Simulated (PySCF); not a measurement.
C₂H₅FGaN.
Atom-mapped SMILES: `[CH:1]#[C:2][Ga@H-:3]([NH3+:4])[F:5]` (hydrogens: H6 on C1; H7 on Ga3; H8, H9, H10 on N4)

Computed, not measured: PySCF 2.14.0, PBE0-D3(BJ)/def2-SVP geometry optimisation, gas phase.

Question: What internal coordinates does the optimisation give?

Answer: 
| bond | length (Å) | order |
| --- | --- | --- |
| C1≡C2 | 1.220 | triple |
| C2–Ga3 | 1.938 | single |
| Ga3–N4 | 2.112 | single |
| Ga3–F5 | 1.780 | single |
| C1–H6 | 1.076 | single |
| Ga3–H7 | 1.563 | single |
| N4–H8, N4–H9, N4–H10 | 1.020 | single |

Bonds in one row agree within 0.01 Å and their mean is given. Orders are formal, as drawn. A selection of angles:
| angle | degrees |
| --- | --- |
| C2–C1–H6 | 179.3 |
| C1–C2–Ga3 | 178.5 |
| C2–Ga3–N4 | 98.0 |
| C2–Ga3–F5 | 113.3 |
| C2–Ga3–H7 | 123.9 |
| N4–Ga3–F5 | 92.9 |
| N4–Ga3–H7 | 105.5 |
| F5–Ga3–H7 | 115.4 |
| Ga3–N4–H8 | 111.8 |
| Ga3–N4–H9 | 106.8 |
| Ga3–N4–H10 | 114.0 |
| H8–N4–H9 | 107.6 |
| H8–N4–H10 | 108.5 |

Ga3 (gallium bonded to C, F, N and H) has angles from 92.9° to 123.9°. N4 (nitrogen bonded to Ga and 3 H) is distorted tetrahedral (angles from 106.8° to 114.0°).

Point group: C1 (no symmetry element, even within 0.4 Å). Not checked by PBE0-D3(BJ)/def2-SVP frequencies.

Hardware: Arm Neoverse V1, one thread, no GPU, shared host. Cost: 43 s wall, 0.48 GiB resident at most. These figures are those of the optimisation.
